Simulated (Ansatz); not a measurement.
Consider the isomerisation: `[CH3][GeH]([CH3])[C]#N` → `C=[C]1[CH2][GeH]1[NH2]`.

Calculated with Ansatz (gas phase, PBE0-D4/def2-TZVP geometries, no zero-point term in ΔE). CBS: MP2 limit from def2 TZ/QZ plus the TZ coupled-cluster correction, frozen cores. DFT in def2-TZVPP. B3LYP here is the variant with VWN-RPA as its local correlation; programs differ in this. For Ge outer-core shells are correlated without core-valence functions, which leaves a few kJ/mol of doubt a bond. Scalar relativity is left out up to krypton. Each species was taken in one conformer, which may not be the lowest.

| level | ΔE (eV) | difference from CCSD(T)/CBS |
| --- | --- | --- |
| PBE0-D4 | 1.93 | -0.21 |
| ωB97X-V | 2.18 | 0.04 |
| r2SCAN | 2.02 | -0.12 |
| B3LYP | 2.16 | 0.02 |
| HF/def2-TZVPP | 2.63 | 0.49 |
| MP2/def2-TZVPP | 2.34 | 0.20 |
| CCSD(T)/def2-TZVPP | 2.31 | 0.17 |
| HF/def2-QZVPP | 2.61 | 0.47 |
| SCS-MP2/def2-QZVPP | 2.35 | 0.21 |
| CCSD/CBS(def2) | 2.19 | 0.05 |
| CCSD(T)/CBS | 2.14 | 0 |

Largest T1 diagnostic among the species: 0.012.

In def2-TZVPP, CCSD(T) changes the Hartree–Fock value by −0.32 eV (the triples alone add −0.05 eV) and MP2 by −0.29 eV. From PBE to PBE0 (25 % exact exchange), in def2-TZVPP and without D4, ΔE moves by +0.06 eV.
